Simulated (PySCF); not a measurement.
Species: C5H11OSi (doublet state).
Structure used (GFN2-xTB), in Å, numbered top down from 1:
```xyz
18
C5H11OSi angstrom
Si     2.346    0.799   -1.035
O      0.943    0.924   -0.250
C      0.308    0.094    0.680
C     -1.017    0.757    1.094
C     -2.011    0.193    0.154
C     -1.436   -0.900   -0.662
C     -0.131   -1.239    0.064
H      2.381   -0.334   -1.969
H      2.345    2.081   -1.720
H      3.467    0.627   -0.103
H      0.983   -0.058    1.532
H     -1.251    0.514    2.140
H     -0.941    1.847    1.028
H     -2.983    0.615   -0.008
H     -2.105   -1.760   -0.757
H     -1.218   -0.556   -1.684
H     -0.322   -1.953    0.866
H      0.635   -1.644   -0.595
```

The hyperfine couplings belong to this conformer and change with its torsions.

Identity: `[SiH3]O[C@H]1C[CH]CC1` [radical].

Theory: UKS B3LYP, pcH-1 on C H O Si, non-relativistic, mean-field spin-orbit, GIAO (PySCF 2.14.0). Geometry: GFN2-xTB, one conformer, isolated molecule. The geometry wasn't refined by DFT: couplings that depend on bond lengths, twists or pyramidal angles can differ widely from those at the functional's own minimum. No stability test was run, so a lower SCF solution isn't excluded.

Mulliken spin populations: Si1 0.000, O2 +0.001, C3 +0.006, C4 -0.087, C5 +1.022, C6 -0.087, C7 +0.007, H8 0.000, H9 0.000, H10 0.000, H11 0.000, H12 +0.056, H13 +0.033, H14 -0.042, H15 +0.030, H16 +0.061, H17 0.000, H18 0.000.

Q: What dipolar couplings does the calculation give for H8, H9, H10, H11, H12, H13, H15, H16, H17, H18?

A: 
| atom | position | distance from C5 (Å) | T1 (MHz) | T2 | T3 |
| --- | --- | --- | --- | --- | --- |
| H8 | 5 bonds from C5 | 4.91 | -0.70 | -0.59 | 1.29 |
| H9 | 5 bonds from C5 | 5.10 | -0.60 | -0.55 | 1.16 |
| H10 | 5 bonds from C5 | 5.50 | -0.47 | -0.43 | 0.90 |
| H11 | γ, 3 bonds from C5 | 3.31 | -1.94 | -1.60 | 3.54 |
| H12 | β, 2 bonds from C5 | 2.15 | -5.34 | -3.99 | 9.33 |
| H13 | β, 2 bonds from C5 | 2.16 | -4.89 | -3.48 | 8.37 |
| H15 | β, 2 bonds from C5 | 2.16 | -4.76 | -4.11 | 8.87 |
| H16 | β, 2 bonds from C5 | 2.14 | -5.23 | -3.42 | 8.65 |
| H17 | γ, 3 bonds from C5 | 2.82 | -3.07 | -2.54 | 5.60 |
| H18 | γ, 3 bonds from C5 | 3.31 | -1.93 | -1.57 | 3.50 |

Q: Estimate them with point dipoles: put each population ρk at its nucleus, leave out the nucleus itself and the atom bound to it, and sum T = Σ [ρk/(2S)]·C·(3 n nᵀ − 1)/r³ with C = μ0 gₑ μB g_N μN/(4π h) = 79.06 MHz Å³.

A: 
```json
{"atom": "H8", "T1 (MHz)": "-0.69", "T2": "-0.65", "T3": "1.34", "T3, computed": "1.29", "difference in T3 (%)": "+4"}
{"atom": "H9", "T1 (MHz)": "-0.60", "T2": "-0.57", "T3": "1.17", "T3, computed": "1.16", "difference in T3 (%)": "+1"}
{"atom": "H10", "T1 (MHz)": "-0.48", "T2": "-0.46", "T3": "0.93", "T3, computed": "0.90", "difference in T3 (%)": "+4"}
{"atom": "H11", "T1 (MHz)": "-1.96", "T2": "-1.62", "T3": "3.58", "T3, computed": "3.54", "difference in T3 (%)": "+1"}
{"atom": "H12", "T1 (MHz)": "-8.37", "T2": "-7.23", "T3": "15.60", "T3, computed": "9.33", "difference in T3 (%)": "+67"}
{"atom": "H13", "T1 (MHz)": "-8.66", "T2": "-6.70", "T3": "15.35", "T3, computed": "8.37", "difference in T3 (%)": "+83"}
{"atom": "H15", "T1 (MHz)": "-8.72", "T2": "-6.59", "T3": "15.31", "T3, computed": "8.87", "difference in T3 (%)": "+73"}
{"atom": "H16", "T1 (MHz)": "-8.47", "T2": "-7.42", "T3": "15.89", "T3, computed": "8.65", "difference in T3 (%)": "+84"}
{"atom": "H17", "T1 (MHz)": "-3.19", "T2": "-3.02", "T3": "6.21", "T3, computed": "5.60", "difference in T3 (%)": "+11"}
{"atom": "H18", "T1 (MHz)": "-1.96", "T2": "-1.62", "T3": "3.59", "T3, computed": "3.50", "difference in T3 (%)": "+3"}
```

Q: If all the spin sat on C5, T∥ = 2C/r³. What distance does the computed T3 of H9 then imply?

A: r = (2 × 79.06/1.16)^(1/3) = 5.15 Å, against 5.10 Å in the structure.
